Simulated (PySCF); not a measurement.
Species: C7H16NP.
Atom-mapped SMILES: `[CH2:1]=[CH:2][P:3]([CH3:4])[N:5]([CH2:6][CH3:7])[CH2:8][CH3:9]` (hydrogens: H10, H11 on C1; H12 on C2; H13, H14, H15 on C4; H16, H17 on C6; H18, H19, H20 on C7; H21, H22 on C8; H23, H24, H25 on C9)

Cartesian coordinates in Å at the GFN2-xTB level; atoms count from 1:
```xyz
25
C7H16NP angstrom
C      2.9263   -0.9272    1.5078
C      1.9804   -0.8231    0.5904
P      1.0967    0.7438    0.2584
C      1.8077    0.9822   -1.4419
N     -0.3946   -0.0103   -0.2299
C     -1.0651   -0.7437    0.8385
C     -1.6416   -2.0554    0.3102
C     -1.2929    0.8281   -1.0088
C     -1.7129    2.1319   -0.3299
H      3.2085   -0.0858    2.1204
H      3.4641   -1.8461    1.6843
H      1.6857   -1.6680   -0.0231
H      1.5487    0.1369   -2.0778
H      1.4445    1.9090   -1.8824
H      2.8895    1.0523   -1.3410
H     -1.8654   -0.1554    1.3035
H     -0.3280   -0.9697    1.6155
H     -2.3857   -1.8722   -0.4609
H     -0.8508   -2.6654   -0.1177
H     -2.1131   -2.6068    1.1198
H     -0.7942    1.0665   -1.9518
H     -2.1814    0.2358   -1.2459
H     -2.3741    2.6988   -0.9814
H     -0.8298    2.7316   -0.1124
H     -2.2333    1.9362    0.6052
```

Computed at PBE0/pcSseg-1 (PySCF, non-relativistic), with Q(14N) = 0.02044 b: N5, 14N (I = 1): χzz = -5.714 MHz, η = 0.108.

Q: Find the zero-field quadrupole resonance frequencies of 14N at N5.

A: From ν± = (3/4)|χ|(1 ± η/3) and ν0 = |χ|η/2: ν+ 4.440 MHz, ν− 4.131 MHz, ν0 0.309 MHz (nitrogen bonded to 2 C and P).

In a crystal, neighbours and librations shift these lines. Geometry: GFN2-xTB, one conformer, isolated molecule. GFN2-xTB bond lengths can be off by several hundredths of an ångström, more for odd bonds, and the gradients follow them. The small basis limits the accuracy of the gradients.
